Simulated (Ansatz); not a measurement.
Born–Oppenheimer molecular dynamics of CH8GeN2Si (13 atoms, charge 0, multiplicity 1). It starts at the highest image of a converged band. Of that band: Neighbouring images differ by up to 2.8 eV, so the band resolves the path poorly. A vibrational analysis at the climbing image gives one clearly imaginary mode, 2092i cm⁻¹: a first-order saddle point.

These are results of RHF/def2-SVP (Ansatz), not measurements.

* ensemble: NVE (velocity Verlet)
* time step: 0.5 fs
* steps asked: 200
* starting velocities drawn for: 100 K
* seed: 10418

First frame:

```xyz
13
Properties=species:S:1:pos:R:3
N 0.845 1.319 1.200
C -0.379 1.568 1.060
Ge -1.561 0.267 0.138
Si -0.264 -1.654 -0.554
N 1.393 -1.112 -1.268
H 1.326 2.064 1.685
H -0.815 2.502 1.435
H -2.698 -0.109 1.109
H -2.215 1.016 -1.040
H 0.647 -2.159 -1.776
H 0.155 -2.311 0.711
H 1.363 -0.406 -1.983
H 2.223 -1.021 -0.702
```

Task: How far do the bonds stretch over the last three quarters of this one trajectory? (Pairs bonded in most of those frames.)

Result: 
```tsv
bond	mean (Å)	spread (Å)	shortest	longest
N1–C2	1.260	0.006	1.25	1.27
N1–H6	1.012	0.007	1.00	1.02
C2–Ge3	2.008	0.043	1.95	2.09
C2–H7	1.100	0.012	1.08	1.12
Ge3–Si4	2.555	0.113	2.34	2.68
Ge3–H8	1.552	0.016	1.52	1.58
Ge3–H9	1.550	0.018	1.52	1.58
Si4–H11	1.522	0.036	1.47	1.58
N5–H10	1.047	0.106	0.87	1.19
N5–H12	1.021	0.042	0.93	1.12
N5–H13	1.020	0.032	0.95	1.10
```

Mean temperature of the second half: 834 K. The conserved energy stayed within 1.2 meV per atom of its start (net change -0.47 meV per atom), so the integration is sound. The kinetic energy rose, since the run started high on the potential surface and went downhill. It ends in pieces (CH5GeNSi + H3N), so much of that is their flight and rotation, not heat. A run of 0.1 ps of so small a system gives no equilibrium averages. The orbitals stay closed-shell, which can raise the energy where a bond breaks towards radicals; this wasn't checked here.

The run took 5 min on 2 threads of Intel(R) Xeon(R) 6975P-C (Granite Rapids), on a shared host, peak memory 0.35 GiB.
